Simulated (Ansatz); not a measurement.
Geometry optimisation, RKS PBE0-D4/def2-mTZVP (Ansatz).

Input file:

```yaml
crystal:
  periodic: [false, false, false]
  atoms:
    - { symbol: Ga, position_ang: [0.019366, -0.432839, -0.474895] }
    - { symbol: Cl, position_ang: [0.023741, -0.205226, 2.955387] }
    - { symbol: H, position_ang: [1.387515, 0.215418, -0.874576] }
    - { symbol: H, position_ang: [-1.372168, 0.170876, -0.863178] }
    - { symbol: H, position_ang: [0.044687, -1.790388, 0.326962] }
    - { symbol: H, position_ang: [0.041559, -1.239541, 2.1037] }
basis:
  gaussian: { orbitals: def2-mTZVP }
hamiltonian:
  xc: pbe0
  dispersion: d4
relax:
  f_tol: 0.03
  max_steps: 50
output:
  orbitals: {}
```

Command:

```bash
$ ansatz run input.yaml --threads 1 --pin off --max-ram 2048MiB --backend cpu --events-out ev --progress --plain --runs-dir out
```

Where does it end, and by what steps?

The forces met the threshold. After 11 steps the energy has fallen by 0.150 eV; Cl2 moved furthest, 0.63 Å.

```csv
step,energy less start (eV),largest force component (eV/Å),accepted
0,0.0000,0.683,yes
1,-0.0146,0.739,yes
2,-0.0247,0.735,yes
3,-0.0282,1.228,yes
4,-0.0586,0.849,yes
5,-0.0981,0.388,yes
6,-0.1243,0.110,yes
7,-0.1382,0.185,yes
8,-0.1476,0.046,yes
9,-0.1343,0.676,no
10,-0.1501,0.034,yes
11,-0.1501,0.001,yes
```

```xyz
6
Properties=species:S:1:pos:R:3
Ga 0.020 -0.471 -0.390
Cl 0.021 -0.024 2.348
H 1.372 0.286 -0.654
H -1.358 0.241 -0.646
H 0.047 -2.025 -0.114
H 0.043 -1.288 2.629
```

Whether the end is a true minimum wasn't checked by a vibrational analysis.

Run time: 30 s on 1 thread of Arm Neoverse V1, on a shared host, peak memory 0.13 GiB.
